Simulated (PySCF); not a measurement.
Gas-phase reaction: BI3 + 3 ICl = 3 I2 + BCl3

Energies from PySCF (xtb for GFN2), thermal terms from the rigid-rotor harmonic-oscillator model, ideal gas at 1 bar. † marks an energy on the PBE0/def2-TZVP geometry and frequencies; other levels use their own. CCSD(T) freezes the core. All species are closed-shell singlets. B3LYP is the form with VWN-RPA correlation. I: scalar-relativistic def2 core potential, no spin-orbit coupling. CCSD(T) isn't extrapolated to the basis-set limit; its ΔH°(298 K) is -340.5 kJ in def2-SVP and -279.1 kJ in def2-TZVPP. The harmonic model lacks anharmonicity and excited electronic states, which grow with temperature; levels with a mode under 35 cm⁻¹ are left out. Soft modes under 120 cm⁻¹ make the harmonic entropy rough for BI3.

```
level                ΔE electronic, kJ  ΔH°(298 K), kJ  ΔS°(298 K), J/K  ΔG°(2500 K), kJ
-------------------  -----------------  --------------  ---------------  ---------------
B3LYP/def2-TZVP†                  -306            -303              -21             -243
BLYP/def2-TZVP†                   -293            -290              -21             -230
CCSD(T)/def2-SVP†                 -343            -340              -21             -281
CCSD(T)/def2-TZVPP†               -282            -279              -21             -219
GFN2-xTB                          -195            -195              -19             -147
PBE/def2-TZVP†                    -287            -284              -21             -224
PBE0/def2-SVP†                    -339            -336              -21             -277
r2SCAN/def2-TZVP†                 -303            -300              -21             -240
ωB97M-V/def2-TZVP†                -302            -299              -21             -239
ωB97X-V/def2-TZVP†                -301            -298              -21             -239
```
ΔH° is lowest at CCSD(T)/def2-SVP† and highest at GFN2-xTB. No reference value is set beside these.
